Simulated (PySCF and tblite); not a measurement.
Results of a calculation; reference values are marked as such.
# Dynamics report: rearrangement

System: C₆H₇N₃, numbered as in [CH3:1][CH2:2][c:3]1[cH:4][c:5]([C:6]#[N:7])[nH:8][n:9]1.

Motion: shift of H on N8 from N8 to N9. Geometries: B3LYP-D3(BJ)/def2-SVP; energies: PBE0/pcSseg-1 + D3(BJ); zero-point and thermal terms from GFN2-xTB harmonic modes (soft modes blended into free rotors). Rates follow Eyring's equation with the number of equivalent paths and no tunnelling. (PySCF 2.14 with density fitting, tblite 0.8.)

| point | symmetry | E(GFN2) kcal/mol | E(DFT) kcal/mol | ZPE change kcal/mol | lowest mode cm⁻¹ | dipole D |
| --- | --- | --- | --- | --- | --- | --- |
| start | C1 | 0.0 | 0.0 | 0.00 | 37 | 2.72 |
| saddle | C1 | 47.0 | 51.7 | -4.10 | 1620i | 5.13 |
| end | C1 | -0.2 | -0.6 | 0.15 | 35 | 7.29 |

```
Electronic barrier             : 51.7 kcal/mol
Barrier with zero-point energy : 47.6 kcal/mol
ΔH‡ (298 K)                    : 47.6 kcal/mol
ΔS‡ (298 K, symmetry apart)    : 0.3 cal/(mol K)
Paths                          : 1 equivalent path
End point                      : a different minimum
Cost                           : 6.4 min on 1 thread of Arm Neoverse V1 (shared host) (rough), peak memory 0.86 GiB, launched as `OMP_NUM_THREADS=1 python ens_run.py task.json out`
```

```csv
T/K,ΔG‡ kcal/mol,k s⁻¹,ΔG kcal/mol,k back s⁻¹
500,47.5,1.9×10⁻⁸,-0.4,1.2×10⁻⁸
```

ΔG and ΔG‡ leave out symmetry numbers and mirror images; rates count paths: 1 out, 1 back.

Tunnelling of the moving H, left out here, will speed the real process. In real samples such hydrogens mostly exchange between molecules or through solvent, far faster than by this path.
